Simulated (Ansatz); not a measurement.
`C[NH][SnH3]` + `C=N` → `C=[N][SnH3]` + CH₃NH₂ at 298.15 K and 1 bar (ligand exchange at the Sn–N bond).

Gas-phase electronic energies from Ansatz, PBE0-D4/def2-TZVP geometries. CCSD(T)/CBS is the MP2 limit (def2-TZVPP, def2-QZVPP) plus CCSD(T) − MP2 in def2-TZVPP, frozen cores. This one scheme is used for every species. Elements past krypton have def2 core potentials. For Sn outer-core shells are correlated without core-valence functions, which leaves a few kJ/mol of doubt a bond.

```
      species  CCSD(T)/CBS energy (Eh)  H − E (kJ/mol)  S (J/(mol·K))
`C[NH][SnH3]`               -310.95876           211.9          324.8
        `C=N`                -94.52360           115.3          227.0
`C=[N][SnH3]`               -309.73027           147.3          309.3
       CH₃NH₂                -95.75281           180.0          240.4
```

H − E and S are ideal-gas, rigid-rotor, harmonic terms from PBE0-D4/def2-TZVP, for one conformer and one mirror image of each species. 1 Eh = 2625.50 kJ/mol, R = 8.31446 J/(mol·K).

Q: By hand: ΔE, ΔH, ΔS and ΔG.

A: ΔE = (-309.73027) + (-95.75281) − (-310.95876) − (-94.52360) = -0.00072 Eh = -1.9 kJ/mol. Δ(H − E) = 147.3 + 180.0 − 211.9 − 115.3 = 0.1, so ΔH = -1.8 kJ/mol. ΔS = 309.3 + 240.4 − 324.8 − 227.0 = -2.1 J/(mol·K). ΔG = -1.8 − 298.15 × (-2.1)/1000 = -1.2 kJ/mol.

Q: By hand: the equilibrium constant, and the temperature at which ΔG would vanish if ΔH and ΔS stayed fixed.

A: log₁₀ K = −ΔG/(RT ln 10) = 0.2. ΔG = 0 at ΔH/ΔS = 857 K, though so small a ΔH makes that figure unsure.

TΔS isn't small against ΔH here. The sign of ΔG lies within the doubt. A doubt of 5 kJ/mol in ΔE shifts log₁₀ K by 0.9 here. Other conformers and mirror images would add mixing entropy, several J/(mol·K) or more a flexible species. These are equilibria of isolated gas molecules and say nothing of rates. Largest T1 diagnostic: 0.014 (customary marks: 0.02 for closed shells, 0.045 for open ones).
